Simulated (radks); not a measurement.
Question: These are the eigenvalues of the occupied orbitals of an atom or ion with whole-number occupations (eV). Calculated with a radial shooting solver on a logarithmic mesh with Libxc functionals: Dirac Kohn-Sham, exchange-only PBE, spin-unpolarised, spherical densities, finite nucleus; Fermi nuclear charge, rms radius of each element as measured or else 0.836 A^(1/3) + 0.57 fm.

orbital  eigenvalue
1s1/2     -66363.45
2s1/2     -13884.39
2p1/2     -13422.55
2p3/2     -12291.41
3s1/2     -5207.321
3p1/2     -5023.386
3p3/2     -4746.100
3d3/2     -4469.333

Which element is it, and in what charge state? The configuration may be excited. Open shells, if any, fill j = l - 1/2 first.

Answer: Z = 71, lutetium, charge +50: Lu50+ in [Ar] 3d3. The list shows which subshells hold electrons but not how many an open one holds; the 1s level, -2438.8 hartree, gives Z - s = 69.8 by -(Z - s)^2/2, which with screening and relativity narrows Z to a few neighbours, and the depths of the outer levels then fix element, charge and occupations together.
